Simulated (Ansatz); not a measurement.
Born–Oppenheimer molecular dynamics of CH₆GeN₂ (10 atoms, charge 0, multiplicity 1). It starts from a relaxed structure.

Level of theory: RKS PBE-D4/def2-SVP (Ansatz 0.2.0).

```json
{
  "ensemble": "NVT, Langevin thermostat",
  "time step": "1 fs",
  "steps asked": "100",
  "set temperature": "1000 K",
  "friction": "0.005 /fs",
  "temperature schedule": "25 steps to 1000 K, then 75 steps to 250 K",
  "seed": "310829"
}
```

First frame:

```xyz
10
Properties=species:S:1:pos:R:3
C -1.415 0.696 -1.035
N -1.346 -0.297 -0.241
Ge 0.362 -0.987 0.237
N 1.468 0.206 1.125
H -2.411 1.113 -1.321
H -0.544 1.232 -1.505
H 1.107 -1.419 -1.057
H 0.089 -2.159 1.204
H 1.695 1.043 0.574
H 1.080 0.521 2.022
```

How far do the bonds stretch over the last three quarters of this one trajectory? (Pairs bonded in most of those frames.)


| bond | mean (Å) | spread (Å) | shortest | longest |
| --- | --- | --- | --- | --- |
| C1–N2 | 1.276 | 0.018 | 1.24 | 1.30 |
| C1–H5 | 1.124 | 0.030 | 1.08 | 1.18 |
| C1–H6 | 1.127 | 0.025 | 1.08 | 1.17 |
| N2–Ge3 | 1.902 | 0.033 | 1.84 | 1.96 |
| Ge3–N4 | 1.896 | 0.069 | 1.80 | 2.00 |
| Ge3–H7 | 1.573 | 0.049 | 1.50 | 1.67 |
| Ge3–H8 | 1.585 | 0.099 | 1.42 | 1.74 |
| N4–H9 | 1.031 | 0.013 | 1.00 | 1.06 |
| N4–H10 | 1.033 | 0.017 | 1.00 | 1.07 |

Mean temperature of the second half: 714 K. The schedule's set-point averaged 500 K over the second half and the system 714 K, so it lags behind the ramp. A run of 0.1 ps of so small a system gives no equilibrium averages.

Time of the run: 3.2 min on 2 CPU threads of a shared host.
